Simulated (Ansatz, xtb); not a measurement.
# Relaxing a trial structure of CH5AlMgSn

The starting geometry of this gas-phase singlet was built from a drawn formula by distance geometry and a force field; its bonds are those of `[CH2]=[Sn]([MgH])[AlH2]`.

```json
{"atom": "C", "x (Å)": "1.1709", "y (Å)": "1.8643", "z (Å)": "2.0240"}
{"atom": "Al", "x (Å)": "-2.3403", "y (Å)": "0.4095", "z (Å)": "1.0075"}
{"atom": "Mg", "x (Å)": "1.7221", "y (Å)": "-1.3957", "z (Å)": "-0.4187"}
{"atom": "Sn", "x (Å)": "0.2442", "y (Å)": "0.5097", "z (Å)": "1.0097"}
{"atom": "H", "x (Å)": "2.2538", "y (Å)": "1.9287", "z (Å)": "2.0765"}
{"atom": "H", "x (Å)": "0.5831", "y (Å)": "2.6206", "z (Å)": "2.5646"}
{"atom": "H", "x (Å)": "2.7079", "y (Å)": "-2.5916", "z (Å)": "-1.3767"}
{"atom": "H", "x (Å)": "-3.2331", "y (Å)": "1.5120", "z (Å)": "1.7771"}
{"atom": "H", "x (Å)": "-3.1470", "y (Å)": "-0.7171", "z (Å)": "0.1823"}
```

Problem. Predict what it relaxes into with r2SCAN-D4/def2-SVP.

Solution. It keeps its bonds, and is `[CH2]=[Sn]([MgH])[AlH2]`.

The energy falls by 0.23 eV over 16 steps:

```
step  E − E(last) (eV)
   1             0.230
   3             0.035
   4             0.026
   6             0.016
   8             0.005
   9             0.003
  11             0.002
  13             0.000
  14             0.000
  16             0.000
```

Final geometry (Å):

```yaml
atoms:
  - { symbol: C, position_ang: [1.0150, 1.7118, 1.9010] }
  - { symbol: Al, position_ang: [-2.4046, 0.5140, 1.0647] }
  - { symbol: Mg, position_ang: [1.9842, -1.4193, -0.4570] }
  - { symbol: Sn, position_ang: [0.1927, 0.2262, 0.8010] }
  - { symbol: H, position_ang: [2.0950, 1.8764, 2.0034] }
  - { symbol: H, position_ang: [0.3929, 2.4307, 2.4497] }
  - { symbol: H, position_ang: [3.0855, -2.4521, -1.2467] }
  - { symbol: H, position_ang: [-2.9446, 1.7101, 1.9710] }
  - { symbol: H, position_ang: [-3.4543, -0.4574, 0.3591] }
```

From the same start GFN2-xTB ends elsewhere, differing in C1–Al2 (2.09 against 3.72 Å here), Al2–Mg3 (2.82 against 5.03 Å here), Al2–Sn4 (3.30 against 2.63 Å here), Al2–H7 (1.67 against 6.65 Å here), Mg3–H7 (2.49 against 1.70 Å here).

No frequencies were run, so the end isn't proven a minimum. Atoms past krypton carry core potentials, without spin–orbit terms. Run with Ansatz 0.2.0, 54 s on 2 threads of Arm Neoverse V1, with other jobs on the host.
